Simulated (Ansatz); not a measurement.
Harmonic frequencies (cm⁻¹) at PBE0-D4/def2-TZVP from Ansatz: 82, 126, 138, 232, 370, 605, 613, 713, 2703.

Each molecule was computed in one conformer, which needn't be the lowest.

**Question.** Which molecule is it?
A. `C#[C][InH][Cl]`
B. `[F][In]([F])[SH]`
C. `[Cl][InH2]`
D. `C#[C][In]([Cl])[Cl]`

**Answer.** B.
